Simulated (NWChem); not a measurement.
## Basis-set convergence for H$_{6}$N$_{2}$Si

```xyz
9

Si     0.0000     0.0000     0.5082
N      0.0539    -1.4018    -0.5201
N     -0.0539     1.4018    -0.5201
H     -1.2023     0.1950     1.4064
H      1.2023    -0.1950     1.4064
H     -0.7153    -1.5948    -1.1660
H      0.4567    -2.2687    -0.1575
H     -0.4567     2.2687    -0.1575
H      0.7153     1.5948    -1.1660
```
Charge 0, spin multiplicity 1.

Program: NWChem. The geometry was optimised at PBE/def2-SVP, a minimum by its harmonic frequencies. It is one conformer; others weren't searched.

Quantity: vertical ionisation energy at the level ΔMP2 (Δ: difference of total energies, the cation a doublet at the parent's geometry with its hole in an orbital of symmetry b (C2 labels); it is the state that the SCF runs reached, from PBE0 orbitals for Hartree-Fock references, and need not be the lowest).

The correlated methods keep 7 core orbitals frozen. The Pople sets run with spherical d functions. The structure started from a generated list of species. No SCF solution was tested for a lower state. Open-shell Hartree-Fock references start from PBE0 orbitals; any time given for them includes that run.

Relative cost: rough, from shared machines, SCF included, STO-3G = 1.

```csv
basis,functions,vertical ionisation energy (eV),relative cost
STO-3G,25,6.08,1
3-21G,43,8.89,under 3
6-31G*,58,9.45,under 3
6-31+G*,70,(withheld),4
pcseg-1,76,9.75,4
cc-pVDZ,76,9.57,5
def2-SVPD,112,9.95,8
6-311++G**,116,(withheld),10
def2-TZVP,135,(withheld),20
pcseg-2,178,10.06,40
```

**Question.** Complete the blanks.

**Answer.** 
- 6-31+G*, vertical ionisation energy (eV): 9.70
- 6-311++G**, vertical ionisation energy (eV): 9.87
- def2-TZVP, vertical ionisation energy (eV): 9.98
